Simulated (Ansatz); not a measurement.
A structure relaxed at PBE0-D4/def2-TZVP, charge 0, multiplicity 1:

```json
{"atom": "F1", "x (Å)": "1.525", "y (Å)": "-0.626", "z (Å)": "0.367"}
{"atom": "Se2", "x (Å)": "0.000", "y (Å)": "0.000", "z (Å)": "0.000"}
{"atom": "F3", "x (Å)": "0.639", "y (Å)": "1.563", "z (Å)": "0.015"}
{"atom": "F4", "x (Å)": "-0.346", "y (Å)": "0.126", "z (Å)": "1.648"}
{"atom": "F5", "x (Å)": "-0.639", "y (Å)": "-1.563", "z (Å)": "-0.015"}
{"atom": "F6", "x (Å)": "-1.525", "y (Å)": "0.626", "z (Å)": "-0.367"}
{"atom": "F7", "x (Å)": "0.346", "y (Å)": "-0.126", "z (Å)": "-1.648"}
```

Task: Give its formula and SMILES.

Result: F6Se, `F[Se](F)(F)(F)(F)F`.

Task: Point group (tolerance 0.08 Å, 0.16 Å for H)?

Result: Oh.

Task: Summarise the bond lengths by kind.

Result: 6 × F–Se 1.689 Å.

Computed with Ansatz.
